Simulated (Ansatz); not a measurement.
Input file for Ansatz (a first-principles code): R-r2SCAN/def2-TZVPPD on H3NSe (SMILES N[SeH]) with ghost functions, monomers drawn apart or pushed together. Files ending in .json are basis or fitting sets from the Basis Set Exchange.

Ansatz 0.2 input:
```yaml
crystal:
  periodic: [false, false, false]
  atoms:
    - {symbol: N, position_ang: [-1.00135577, 0.59995557, 0.75958244]}
    - {symbol: Se, position_ang: [-0.20056191, -0.94693467, 0.04936699]}
    - {symbol: H, position_ang: [-0.82625228, 1.39768240, 0.15966990]}
    - {symbol: H, position_ang: [-2.00116174, 0.46821383, 0.85935833]}
    - {symbol: H, position_ang: [-0.92866737, -0.99732372, -1.24002666]}
basis:
  gaussian:
    orbitals: def2-TZVPPD.json
    ghost_atoms:
      - {symbol: F, position_ang: [0.16001546, 1.37181469, 3.73561487]}
      - {symbol: H, position_ang: [-0.23701020, 1.22778384, 2.87735271]}
hamiltonian:
  xc: {name: r2SCAN}
scf: {lower_state_search: off}
```

Program output:

```
WARN ansatz: RAYON_NUM_THREADS=1 ignored (pool sized by the plan → 1); use --threads N
Functional definition: r2SCAN
these checks for a lower state are left out or cut short: stability, starts, cluster_reference, orbital_swaps, neighbouring_geometries, increment
integrals: 0.11 GiB planned
1023 factors; their error is unknown
mean field: 0.78 GiB planned
mean field evaluation 1: about -66880.8654 eV, gradient 5.9e1 eV
mean field evaluation 2: about -66840.0231 eV, gradient 1.3e2 eV
mean field evaluation 4: about -66887.3830 eV, gradient 7.1e0 eV
mean field evaluation 8: about -66887.5364 eV, gradient 2.0e-1 eV
mean field evaluation 16: about -66887.5198 eV, gradient 6.4e-5 eV
mean field -66887.51983677 eV, -2458.0710160118 hartree, gradient 6.7e-6 eV, S^2 0.000000; 0 other end points of the search recorded, 0 dependent functions left out
reference -66887.51985376 eV, -2458.0710166365 hartree; 22, 22 occupied and 180, 180 virtual orbitals, 1023 factors
Total energy: -66887.51985376 eV, -2458.0710166365 hartree
Checks for a lower state left out: stability, starts, cluster_reference, orbital_swaps, neighbouring_geometries, increment
```

Self-consistency was reached.

Cost: about 2.5 core-seconds (a rough figure).
